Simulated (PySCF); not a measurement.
## Ti⁺: excitation energy

Ti⁺ [Ar] 3d2 4s1 (4F) → Ti⁺ [Ar] 3d1 4s1 4p1 (high-spin determinant), as a difference of total energies. Calculation: PySCF 2.14, in ANO-RCC-VTZP; the spin-free X2C one-electron Hamiltonian (Gaussian nucleus). Correlated levels: valence: [Ar] frozen; valence and next inner shell: [Ne] frozen. The calculations carry no spin-orbit coupling.

```tsv
method	excitation energy (eV)
UHF	5.958
LDA	6.958
PBE	6.900
PBE0	6.763
B3LYP	6.868
HSE06	6.766
revPBE	6.867
MP2 (valence)	6.055
SCS-MP2 (valence)	5.990
SCS-MP2 (valence and next inner shell)	6.236
```

Q: Estimate what MP2 (valence and next inner shell) gives.

A: 6.282 eV, closest to SCS-MP2 (valence and next inner shell) among the rows shown.

Q: Estimate what r2SCAN gives.

A: 7.043 eV, closest to LDA among the rows shown.

A first-order spin-orbit estimate (lowest level to lowest level, LS coupling) adds -0.011 eV.

The basis was made for the ground configuration and has no added diffuse functions, so the excitation energy can come out too high.

The determinant of the upper state mixes LS terms, which raises its energy above the lowest term, most at the Hartree-Fock and MP2 levels.
